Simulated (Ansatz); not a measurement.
Reaction (ligand exchange at the Si–Cl bond): `CO[SiH](C)Cl` + H–F → `CO[SiH](C)F` + HCl

Calculated with Ansatz (gas phase, PBE0-D4/def2-TZVP geometries, no zero-point term in ΔE). CBS: MP2 limit from def2 TZ/QZ plus the TZ coupled-cluster correction, frozen cores. This one scheme is used for every species. DFT in def2-TZVPP. HSE06 is defined as in plane-wave codes. One conformer a species, not always the lowest.

(1) Is it downhill or uphill in electronic energy at CCSD(T)/CBS, and by how much? (Estimate.)

(2) What do these levels give: PBE0-D4, CAM-B3LYP-D4, ωB97M-V, PBE-QIDH, PBE0, r2SCANh, HSE06, BHLYP, LC-ωPBE, CCSD(T)/def2-TZVPP, SCS-MP2/def2-QZVPP, HF/CBS(def2)? (Estimate.)

Largest T1 diagnostic among the species: 0.011.

Answers

(1) Computed: Downhill: ΔE = -0.45 eV.

(2) Computed: PBE0-D4 -0.40, CAM-B3LYP-D4 -0.56, ωB97M-V -0.48, PBE-QIDH -0.44, PBE0 -0.45, r2SCANh -0.50, HSE06 -0.44, BHLYP -0.59, LC-ωPBE -0.51, CCSD(T)/def2-TZVPP -0.50, SCS-MP2/def2-QZVPP -0.48, HF/CBS(def2) -0.65 eV.

The D4 term adds +0.09 eV with B3LYP and +0.05 eV with PBE0; it sums over pairs of atoms, weighted by their polarisabilities, and B3LYP, whose exchange is more repulsive, gets the larger term. Leaving LDA and LC-ωPBE aside and taking each functional with its dispersion term where it has one, the values, not all of them listed here, spread over 0.20 eV, from CAM-B3LYP-D4 to revPBE-D4.

B3LYP here is the variant with VWN-RPA as its local correlation; programs differ in this.
